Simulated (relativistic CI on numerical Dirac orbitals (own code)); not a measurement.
How well does a small relativistic CI reproduce P I?

Method of calculation: Dirac-Coulomb-Breit CI, orbitals from a KLI potential per configuration, QED by a radiative potential, valence Slater integrals scaled by 0.85, P86 correlation energy added to each configuration (own radial code, finite nucleus).

Configurations in the expansion (outside the closed core [Ne]): 3s²3p³, 3s²3p²4s, 3s3p⁴, 3s²3p²4p, 3s²3p²3d, 3s²3p3d², 3p⁵, 3s²3p²5s, 3s²3p²5p, 3s²3p²4d, 3s²3p²4f, 3s²3p²5d, 3s²3p4s², 3s²3p²5f, 3s²3p²5g, 3s3p³3d. Levels of other configurations are missing.

```tsv
Configuration	Term (tabulated)	J	Measured (cm⁻¹)	Computed	Error	Purity (%)
3s²3p³	4S°	3/2	0.0	0	0	99
3s²3p³	2D°	3/2	11361.0	12661	1300	99
3s²3p³	2D°	5/2	11376.6	12681	1304	99
3s²3p³	2P°	1/2	18722.7	17574	-1149	97
3s²3p³	2P°	3/2	18748.0	17595	-1153	96
3s²3p²4s	4P	1/2	55939.4	58774	2834	99
3s²3p²4s	4P	3/2	56090.6	58929	2839	99
3s²3p²4s	4P	5/2	56339.7	59186	2847	99
3s²3p²4s	2P	1/2	57876.6	60964	3087	98
3s²3p²4s	2P	3/2	58174.4	61273	3099	98
3s3p⁴	4P	5/2	59534.5	63866	4332	65
3s3p⁴	4P	3/2	59715.9	64041	4325	65
3s3p⁴	4P	1/2	59820.4	64143	4323	65
3s²3p²4s	2D	3/2	65156.2	68998	3841	99
3s²3p²4s	2D	5/2	65157.1	68997	3840	99
3s²3p²4p	4D°	1/2	65373.6	67800	2426	99
3s²3p²4p	4D°	3/2	65450.1	67875	2425	98
3s²3p²4p	4D°	5/2	65585.1	68012	2427	97
3s²3p²4p	4D°	7/2	65788.5	68223	2435	100
3s²3p²4p	4P°	1/2	66343.4	68619	2276	99
3s²3p²4p	4P°	3/2	66360.3	68643	2283	88
3s²3p²4p	4P°	5/2	66544.2	68830	2286	96
3s²3p²4p	2D°	3/2	66813.3	69193	2380	86
3s²3p²4p	2D°	5/2	67113.9	69489	2375	98
```

Measured levels from NIST Handbook of Basic Atomic Spectroscopic Data (Sansonetti and Martin, J. Phys. Chem. Ref. Data 34, 1559 (2005)); pairs were made by configuration, J and term (by order where the table uses no LS term), so strongly mixed levels may be paired wrongly.

Mean error by configuration (cm⁻¹): 3s²3p³ 76; 3s²3p²4s 3198; 3s3p⁴ 4327; 3s²3p²4p 2368. Over the excited levels the mean absolute error is 2678 cm⁻¹ (23 of the 25 excited levels that our extract of the source holds in range could be paired, and the others can miss by more), and the median relative error of those above 1,000 cm⁻¹ is 5.1 %.

Transition probabilities of persistent lines. The last column rescales the computed rate by the cube of measured over computed energy:

| λ measured (Å) | Lower | Upper | A tabulated (s⁻¹) | A computed | A rescaled |
| --- | --- | --- | --- | --- | --- |
| 1674.59 vacuum | 3s²3p³ ⁴S°3/2 | 3s3p⁴ ⁴P3/2 | 7.73e+07 | 2.53e+07 | 2.05e+07 |
| 1679.69 vacuum | 3s²3p³ ⁴S°3/2 | 3s3p⁴ ⁴P5/2 | 8.45e+07 | 2.62e+07 | 2.12e+07 |
| 1774.95 vacuum | 3s²3p³ ⁴S°3/2 | 3s²3p²4s ⁴P5/2 | 2.38e+08 | 2.07e+08 | 1.78e+08 |
| 1782.84 vacuum | 3s²3p³ ⁴S°3/2 | 3s²3p²4s ⁴P3/2 | 2.38e+08 | 2.06e+08 | 1.78e+08 |
| 1787.66 vacuum | 3s²3p³ ⁴S°3/2 | 3s²3p²4s ⁴P1/2 | 2.52e+08 | 2.06e+08 | 1.77e+08 |
| 2135.47 air | 3s²3p³ ²D°3/2 | 3s²3p²4s ²P3/2 | 2.11e+07 | 2.36e+07 | 2.10e+07 |
| 2136.18 air | 3s²3p³ ²D°5/2 | 3s²3p²4s ²P3/2 | 2.83e+08 | 3.17e+08 | 2.83e+08 |
| 2149.14 air | 3s²3p³ ²D°3/2 | 3s²3p²4s ²P1/2 | 3.18e+08 | 3.62e+08 | 3.24e+08 |
| 2152.94 air | 3s²3p³ ²P°1/2 | 3s²3p²4s ²D3/2 | 4.85e+07 | 4.87e+07 | 3.58e+07 |
| 2154.08 air | 3s²3p³ ²P°3/2 | 3s²3p²4s ²D5/2 | 5.80e+07 | 5.78e+07 | 4.26e+07 |
| 2533.99 air | 3s²3p³ ²P°1/2 | 3s²3p²4s ²P3/2 | 2.00e+07 | 2.79e+07 | 2.06e+07 |
| 2535.61 air | 3s²3p³ ²P°3/2 | 3s²3p²4s ²P3/2 | 9.50e+07 | 1.35e+08 | 9.93e+07 |
| 2553.25 air | 3s²3p³ ²P°1/2 | 3s²3p²4s ²P1/2 | 7.10e+07 | 1.02e+08 | 7.50e+07 |
| 9796.85 air | 3s²3p²4s ⁴P5/2 | 3s²3p²4p ⁴P°5/2 | 2.10e+07 | 1.98e+07 | 2.35e+07 |
